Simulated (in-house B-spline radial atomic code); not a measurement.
## LDA VWN5 excitations of the krypton ion Kr⁸⁺

Method: LDA VWN5. Computed with a B-spline radial code for spherical atoms: linear response of the closed shell [Ar] 3d10 with the functional's adiabatic kernel; scalar-relativistic (spin-free one-electron X2C), finite nucleus, no spin-orbit coupling, no double excitations, S, P, D and F terms only. Only terms of natural parity with L up to 3 were computed.

Command:
```bash
python run_td.py task.json out
```
Settings (radii: box in bohr, nucleus in fm):
```
Z                        36
electrons                28
configuration            [Ar] 3d10
hamiltonian              x2c
method                   lda,vwn
box_radius               11.59
rms_radius               4.1884
intervals                69
```

Cost of the run: 0.7 s on 1 thread of Intel(R) Xeon(R) Platinum 8259CL CPU @ 2.50GHz (Skylake/Cascade Lake), with other jobs on the host.

The lowest states, in the order of their Tamm-Dancoff energies; the method's threshold (minus the highest occupied level) is 215.49 eV. Labels give the largest channel, * marks a mixed state, and oscillator strengths are full-response dipole values. Semilocal kernels can invert the small singlet-triplet splittings of Rydberg terms. Energies in eV:

| state | full response | Tamm-Dancoff | oscillator strength |
| --- | --- | --- | --- |
| 3d → 4s 3D | ? | ? | - |
| 3d → 4s 1D | 81.07 | 81.08 | - |
| 3d → 4p 3P | 99.33 | 99.34 | - |
| 3d → 4p 3F | 99.66 | 99.67 | - |
| 3d → 4p 1F | 100.22 | 100.22 | - |
| 3d → 4p 1P | 101.57 | 101.67 | 0.553 |
| 3d → 4d 3S | 128.30 | 128.33 | - |
| 3d → 4d 3D | 129.60 | 129.61 | - |
| 3d → 4d 1D | 130.53 | 130.55 | - |
| 3d → 4d 1S | ? | ? | - |
| 3d → 5s 3D | 147.67 | 147.67 | - |
| 3d → 5s 1D | 147.87 | 147.87 | - |

Where does 3d → 4d 1S lie?

At 138.10 eV in full response, 139.14 eV in Tamm-Dancoff.

Where does 3d → 4s 3D lie?

At 80.27 eV in full response, 80.28 eV in Tamm-Dancoff.

How large is the singlet-triplet splitting of 3d → 4s (D terms) in Tamm-Dancoff?

0.798 eV, from the unrounded values.

What polarisabilities and dispersion coefficient does the method give?

Dipole 0.2133 bohr³, quadrupole 0.145 bohr⁵, C6 0.25 hartree·bohr⁶ for two such species.
